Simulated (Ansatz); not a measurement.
Gas-phase reaction R1 + R2 → P1 + P2, each structure at its B3LYP-D3(BJ)/def2-TZVP stationary point, reached from a drawn start (curvature not checked).
R1, H2O2 (SMILES OO) (charge 0, multiplicity 1):
```xyz
4

O     -0.6677     0.2484     0.2866
O      0.6625     0.2568    -0.2913
H     -1.1460    -0.2681    -0.3779
H      1.1512    -0.2371     0.3826
```
P1, H2O (SMILES O) (charge 0, multiplicity 1):
```xyz
3

O      0.00000     0.00000     0.38961
H      0.00000     0.76499    -0.19486
H      0.00000    -0.76499    -0.19486
```
P2: O4Ru (SMILES [O]=[Ru](=[O])(=[O])=[O]), charge 0, multiplicity 1.
R2, O3Ru (SMILES [O]=[Ru](=[O])=[O]) (charge 0, multiplicity 1):
```json
[
 {"atom": "Ru", "x (Å)": "0.0000", "y (Å)": "0.0000", "z (Å)": "0.0000"},
 {"atom": "O", "x (Å)": "1.6743", "y (Å)": "0.0000", "z (Å)": "0.0000"},
 {"atom": "O", "x (Å)": "-0.8371", "y (Å)": "1.4499", "z (Å)": "0.0000"},
 {"atom": "O", "x (Å)": "-0.8371", "y (Å)": "-1.4499", "z (Å)": "0.0000"}
]
```

P less R. No zero-point or thermal terms; singlets are restricted closed shells; no spin–orbit coupling. The spin states of the d-block species are the ones drawn and need not be the lowest.

Cores are frozen in the correlated methods.

Run with Ansatz (Gaussian orbitals). Each number belongs to the level named beside it. Elements past Kr take the def2 small-core potentials, without spin–orbit coupling.

Total energies in hartree:

```json
[
 {"structure": "R1", "PBE/def2-TZVPP": "-151.467171", "PBE0/def2-TZVPP": "-151.457641", "CCSD(T)/def2-QZVPP": "-151.409760"},
 {"structure": "P1", "PBE/def2-TZVPP": "-76.380147", "PBE0/def2-TZVPP": "-76.380766", "CCSD(T)/def2-QZVPP": "-76.361323"},
 {"structure": "P2", "PBE/def2-TZVPP": "-395.697859", "PBE0/def2-TZVPP": "-395.537349", "CCSD(T)/def2-QZVPP": "-394.993977"},
 {"structure": "R2", "PBE/def2-TZVPP": "-320.497629", "PBE0/def2-TZVPP": "-320.373650", "CCSD(T)/def2-QZVPP": "-319.853348"}
]
```

Question: Work out the reaction energy at each level in kJ/mol (1 hartree = 2625.49964 kJ/mol), and say how far PBE/def2-TZVPP lies from CCSD(T)/def2-QZVPP.

Answer: 
- PBE/def2-TZVPP: (-76.380147) + (-395.697859) − (-151.467171) − (-320.497629) = -0.113206 hartree = -297.2 kJ/mol
- PBE0/def2-TZVPP: (-76.380766) + (-395.537349) − (-151.457641) − (-320.373650) = -0.086824 hartree = -228.0 kJ/mol
- CCSD(T)/def2-QZVPP: (-76.361323) + (-394.993977) − (-151.409760) − (-319.853348) = -0.092192 hartree = -242.1 kJ/mol
PBE/def2-TZVPP less CCSD(T)/def2-QZVPP: -55.1 kJ/mol. CCSD(T)/def2-QZVPP is the level counted from, the highest shown, and no exact or measured value.

Ansatz is a first-principles code.
